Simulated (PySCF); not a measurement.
Sn(Cl)3(I), SMILES [Sn]([Cl])([Cl])([I])[Cl] (CAM-B3LYP/def2-SVP optimised geometry):

```
5

Cl    -1.520     1.104     0.000
Sn    -0.802    -1.104     0.000
Cl    -1.519    -2.089     1.978
Cl     1.520    -1.104     0.000
I     -1.745    -2.406    -2.112
```

Calculation: CAM-B3LYP/def2-TZVP, def2 effective core potentials past Kr run with PySCF.

### Question
What are the frontier orbital energies and the dipole moment?

### Answer
HOMO-2 -10.78 eV, HOMO-1 -9.86 eV, HOMO -9.86 eV, LUMO -2.64 eV, LUMO+1 0.47 eV; dipole moment 1.57 D.

On the same geometry PBE/def2-TZVP, def2 effective core potentials past Kr run with PySCF gives HOMO-2 -8.10 eV, HOMO-1 -7.40 eV, HOMO -7.40 eV, LUMO -4.37 eV, LUMO+1 -1.34 eV; dipole moment 1.48 D.
